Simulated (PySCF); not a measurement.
Dipole response of Os (osmium, neutral)

[Xe] 4f14 5d7 6s1, high-spin 5F determinant (an excited configuration). Calculation: PySCF 2.14, in aug-cc-pVQZ-PP with ECP60MDF; scalar relativity through the core potential. Coupled (time-dependent) response in atomic units; α is the mean over directions.

```
method  mean α (bohr³)  C₆ (like pair)  S(−4)
  PBE0           50.37           523.7   1072
```

S(−4) is the Cauchy moment in α(ω) = α(0) + S(−4) ω² + …

Spin-orbit coupling is absent.

α(iu) at PBE0:

```
u (hartree)  α(iu) (bohr³)
          0          50.37
     0.0500          47.87
      0.100          42.03
      0.200          29.97
      0.300          21.97
      0.500          13.65
      0.750          8.885
       1.00          6.376
       1.50          3.820
       2.00          2.564
       3.00          1.383
       5.00         0.5818
```

Energies and moments cover only the electrons outside the core potential. Spin-orbit coupling, absent here, splits the open shell strongly.
